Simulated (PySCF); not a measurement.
# Structure revision by computed shifts

A compound C7H11ClSi gives the data below (simulated from a calculation) and was assigned the structure `C=C1[SiH2]C[C@H]1C1(Cl)CC1`.

13C{1H} NMR (computed): δ 153.5 (C), 137.6 (CH2), 53.8 (C), 43.6 (CH2), 35.7 (CH), 19.5 (CH2), 14.9 (CH2).

1H NMR (400 MHz, computed): δ 6.21 (br s, 1H), 5.85 (br s, 1H), 4.84 (m, 1H), 4.54 (m, 1H), 3.39 (m, 1H), 3.20 (m, 1H), 2.94 (m, 1H), 1.16 (m, 1H), 1.03 (m, 1H), 1.03 (m, 1H), 0.55 (m, 1H).

Computed data (PySCF): GIAO PBE0/pcSseg-1 shieldings, geometry: GFN2-xTB. In vacuum, single conformer, non-relativistic.

References, each an isolated molecule treated in the same way: 1H (σref 31.72), 13C (σref 186.93) vs TMS.

Question: Compare with the shifts computed for the proposed structure, pairing carbons in order of shift.

Answer: Mapped SMILES: `[CH2:1]=[C:2]1[SiH2:3][CH2:4][C@H:5]1[C:6]1([Cl:7])[CH2:8][CH2:9]1`. Hydrogens are named by the atom that carries them.

```tsv
atom	computed for proposal	given list	difference
C2	158.0	153.5	+4.5
C1	138.8	137.6	+1.2
C5	54.2	53.8	+0.4
C6	52.8	43.6	+9.2
C8	15.8	35.7	-19.9
C4	13.1	19.5	-6.4
C9	12.8	14.9	-2.1
```

The rms difference is 8.8 ppm and the largest -19.9 ppm at C8 (three-membered-ring carbon). The carbon types in order of shift don't match either: C, CH2, CH, C, CH2, CH2, CH2 for the proposal against C, CH2, C, CH2, CH, CH2, CH2 in the data. The proposal doesn't fit.

Question: Which isomer fits?

Answer: `C1([C@@H]2CC(=C)[SiH2]2)(Cl)CC1`.

- Carbon types of the structure: 2 × C, 1 × CH, 4 × CH2, leaving 2 H on heteroatoms.
- δC 153.5: fully substituted alkene carbon; as expected for a trigonal carbon in a double bond.
- δC 137.6: terminal =CH2 carbon; the olefinic region.
- δH 6.21, 5.85: hydrogen on a terminal =CH2 carbon; a vinylic proton, deshielded by the sp2 carbon and the C=C anisotropy.
- δH 1.16, 1.03, 1.03, 0.55: hydrogen on a three-membered-ring carbon; cyclopropane-type protons are shielded by the ring.

Other isomers checked: Cl[C@@H]1[SiH2]C=C1C1CCC1 (rms 12.8 ppm).

This is the structure that produced the data.

Carbons that carry Cl, above all several Cl atoms, come out too deshielded, partly because spin–orbit coupling is missing. Shifts are as computed. Against solution values, carbons near 30 ppm lie about +3 ppm off and those near 130 ppm about +5 ppm; carbons on Cl a further +6 ppm. Of 1309 compounds with measured shifts, 239 miss one by over three times the rms of a fit or turn the order of signals round; such compounds aren't used in these exercises. Multiplicities follow the n + 1 count of equivalent neighbours, as no J values were calculated; m marks all less simple cases, F and P coupling included.
